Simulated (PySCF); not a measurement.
## Polarisability and C₆ of Tl⁺ (thallium, charge +1)

[Xe] 4f14 5d10 6s2, closed-shell 1S. Computed with PySCF 2.14 in aug-cc-pwCVTZ-DK3 (11s10p8d5f1g, 125 functions), with scalar relativity by spin-free X2C-1e. Coupled (time-dependent) response in atomic units; α is the mean over directions.

```
method  mean α (bohr³)  C₆ (like pair)  S(−4)
   PBE           19.99           161.1  116.2
```

S(−4) is the Cauchy moment in α(ω) = α(0) + S(−4) ω² + …

α(iu) at PBE:

```csv
u (hartree),α(iu) (bohr³)
0,19.99
0.0500,19.70
0.100,18.91
0.200,16.47
0.300,13.86
0.500,9.921
0.750,7.066
1.00,5.391
1.50,3.522
2.00,2.505
3.00,1.455
5.00,0.6625
```

For an ion, C₆ is the dispersion term alone; charge-induced terms of lower order in 1/R come first.

Spin-orbit coupling, which splits the p, d and f shells strongly at this Z, is absent.
